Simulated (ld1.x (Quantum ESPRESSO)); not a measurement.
What the settings do to the TM potential of bismuth

Base potential:

ld1.x (Quantum ESPRESSO) 7.5 input, shortened:

```
&input
   title='Bi', zed=83., rel=1, dft='REVPBE', iswitch=3,
   config='[Xe] 4f14 5d10 6s2 6p2'
 /
 &inputp
   pseudotype=2, tm=.true., lloc=0,
   nlcc=.false.
 /
2
6P  2  1   2.00   0.00  1.95  1.95  0.0
6S  1  0   2.00   0.00  1.50  1.50  0.0
 &test
   configts(1)='6s2 6p2'
 /
```

All-electron outer shells of the reference configuration (revPBE, scalar-relativistic, ld1.x):

```csv
shell,level (eV),outermost node (bohr),outermost maximum (bohr)
6s,-22.03,0.98,1.86
6p,-11.36,1.14,2.35
```

Cutoffs, loose and tight: the cutoffs (Ry, on a coarse ladder) from which the occupation-weighted sum of valence levels, in a spherical-Bessel basis at the reference potential, stays within 10 and 1 mRy of its value at 400 Ry. They do not see the model core or the augmentation charge, which bear on the density cutoff. Test errors are all-electron minus pseudo excitation energies from the reference, over the configurations 6s2 6p3; 6s2 6p1; 6s2 6p0; 6s2 6p2.5; 6s2 6p3.3; 6s0 6p5; 6s1 6p3. A dash means not determined; rows that change the core or the reference have their own tests.

A true bound ghost makes a file unfit for plane-wave use even where its test errors are small: the radial tests pick states by their node count and pass the ghost by.

```csv
change,outcome,"cutoff, loose","cutoff, tight",bound ghosts,largest test error (meV)
base,generated,55 Ry,140 Ry,d,+208
type RRKJ,generated,55 Ry,140 Ry,d,+172
reference 6s2 6p1,generated,55 Ry,160 Ry,none,+398
wave 6p (bound): rc 1.95 bohr becomes 6p (bound): rc 2.86 bohr,generated,55 Ry,140 Ry,d,+194
"all radii scaled by about 1.23 (s 1.84, p 2.40 bohr)",generated,25 Ry,50 Ry,d,+110
wave 6s (bound): rc 1.50 bohr becomes 6s (bound): rc 1.88 bohr,generated,30 Ry,50 Ry,d,+177
"core [Xe] 4f14, valence charge 15; reference 5d10 6s2 6p3; waves now 6p (bound): rc 2.60 bohr; 5d (bound): rc 1.05 bohr; 6s (bound): rc 1.85 bohr; core correction Bessel-smoothed model core inside 0.75 bohr",generated,80 Ry,160 Ry,none,-187
core correction a·sin(br)/r model core inside 1.84 bohr,generated,55 Ry,140 Ry,d,-176
functional LDA (PZ),generated,55 Ry,140 Ry,d,+126
```

Problem. What comes out with this change to the base: wave 6s (bound): rc 1.50 bohr becomes 6s (bound): rc 1.82 bohr?

Solution. outcome: generated; cutoff, loose: 30 Ry; cutoff, tight: 55 Ry; bound ghosts: d; largest test error (meV): +172.

Problem. What comes out with this change to the base: all radii scaled by about 0.85 (s 1.28, p 1.66 bohr)?

Solution. outcome: generated; cutoff, loose: 140 Ry; cutoff, tight: over 300 Ry; bound ghosts: p, s (extra level of the local part), d; largest test error (meV): +433.

Problem. What comes out with this change to the base: functional PBEsol?

Solution. outcome: generated; cutoff, loose: 55 Ry; cutoff, tight: 140 Ry; bound ghosts: d; largest test error (meV): +108.
